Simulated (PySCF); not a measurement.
Computed shifts of a molecule C3H12Si3, PBE0/pcSseg-1 in PySCF, GIAO, gas phase, atoms alike by connectivity averaged where their shifts nearly agree, in ppm (number of nuclei): ²⁹Si: -35.7 (1), -62.1 (1), -66.5 (1). ¹³C: 30.9 (1), 22.8 (1), 22.7 (1). ¹H: 5.02 (1), 4.77 (1), 4.68 (1), 4.67 (1), 4.32 (3), 2.26 (1), 2.19 (1), 1.64 (1), 1.54 (1), 1.46 (1). References: ²⁹Si against TMS (σ = 352.7 ppm); ¹³C against TMS (σ = 186.3 ppm); ¹H against TMS (σ = 31.56 ppm), references at their B3LYP-D3(BJ)/def2-TZVP geometries, non-relativistic. The structure is a stationary point at PBE-D3(BJ)/def2-SVP. One conformer was computed; it need not be the lowest.

Identify the compound among the candidates.
(A) [SiH3]C[C@H]1C[SiH2][SiH2]1
(B) C[SiH2][C@H]1C[SiH2][SiH2]1
(C) [SiH3]/C=C\[SiH2]C[SiH3]
(D) C/C(=C\[SiH3])[SiH2][SiH3]

A, [SiH3]C[C@H]1C[SiH2][SiH2]1
